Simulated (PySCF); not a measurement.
A PySCF script (with the pyscf-properties extension) for the NMR shieldings of `C=C[SiH2]S[Si@H](Cl)C=C`, C$_{4}$H$_{9}$ClSSi$_{2}$, on a GFN2-xTB geometry:

```python
import basis_set_exchange as bse
import numpy as np
from pyscf import gto, dft
from pyscf.prop import nmr

atoms = """
C     3.646530   -0.282086    0.922623
C     3.432360    0.165282   -0.305278
Si    1.750812    0.572299   -1.026937
S     0.308823    0.175116    0.532432
Si   -1.581824    0.375886   -0.459409
Cl   -1.712780    2.131883   -1.462637
C    -2.851603    0.301246    0.921624
C    -4.155898    0.197123    0.721653
H     2.829425   -0.445042    1.606719
H     4.634849   -0.502898    1.296158
H     4.279409    0.317153   -0.963237
H     1.632158    1.980631   -1.391205
H     1.413574   -0.290912   -2.158712
H    -1.712697   -0.687605   -1.446956
H    -2.478837    0.346656    1.937196
H    -4.863616    0.163425    1.535083
H    -4.577683    0.143334   -0.269027
"""
names = dict.fromkeys(["C", "Si", "S", "Cl", "H"], "pcSseg-1")
basis = {el: gto.basis.parse(bse.get_basis(n, elements=[el], fmt="nwchem")) for el, n in names.items()}
mol = gto.M(atom=atoms, basis=basis, charge=0, verbose=0)
mf = dft.RKS(mol, xc="PBE0")
mf.grids.level = 2
mf.grids.alignment = dft.numint.BLKSIZE   # the property module wants whole blocks of grid points
mf.conv_tol = 1e-9
mf.kernel()

calc = nmr.RKS(mf)   # GIAO
C = mf.mo_coeff
Co = C[:, mf.mo_occ > 0]
resp = mf.gen_response(singlet=True, hermi=2)
def vind(x):   # induced exchange potential for any number of trial vectors
    d = np.einsum("pi,xij,qj->xpq", C, 2 * x.reshape(-1, C.shape[1], Co.shape[1]), Co, optimize=True)
    return np.einsum("xpq,pi,qj->xij", resp(d - d.transpose(0, 2, 1)), C, Co, optimize=True).ravel()
mo1, _ = nmr.rhf.solve_mo1(calc, with_cphf=vind)
sigma = calc.kernel(mo1)
for i, s in enumerate(sigma):   # ppm
    print("%2d %-2s %9.2f" % (i, mol.atom_pure_symbol(i), np.trace(s) / 3))
```

**Question.** Give the expected output.

**Answer.** 
```
 0 C      40.04
 1 C      52.57
 2 Si    384.04
 3 S     748.20
 4 Si    348.43
 5 Cl    889.75
 6 C      42.06
 7 C      40.79
 8 H      25.08
 9 H      24.98
10 H      25.29
11 H      26.50
12 H      26.56
13 H      25.73
14 H      25.09
15 H      25.01
16 H      25.46
```

These numbers come from an equivalent density-fitted implementation of the same equations, which agrees with the script to about 0.01 ppm for H and up to a few tenths of a ppm for heavy atoms, so last digits may differ.

**Question.** Turn these shieldings into chemical shifts. δ = σ(ref) − σ, references computed at the same level: TMS for ¹³C (σ = 186.93 ppm) and ²⁹Si (σ = 349.16 ppm) and ¹H (σ = 31.72 ppm); ³³S (σ = 503.73 ppm) vs CS2; HCl for ³⁵Cl (σ = 949.78 ppm).

**Answer.** Averaging equivalent atoms: C 0: 146.9; C 7: 146.1; C 6: 144.9; C 1: 134.4; Si 4: 0.7; Si 2: -34.9; S 3: -244; Cl 5: 60; H 9: 6.74; H 15: 6.70; H 8: 6.64; H 14: 6.62; H 10: 6.43; H 16: 6.25; H 13: 5.99; H 11: 5.22; H 12: 5.16 ppm. 

Size and cost of the density-fitted run: 209 basis functions, 74 s wall time on 1 thread of an Arm Neoverse N1, shared host; peak memory 0.93 GiB.
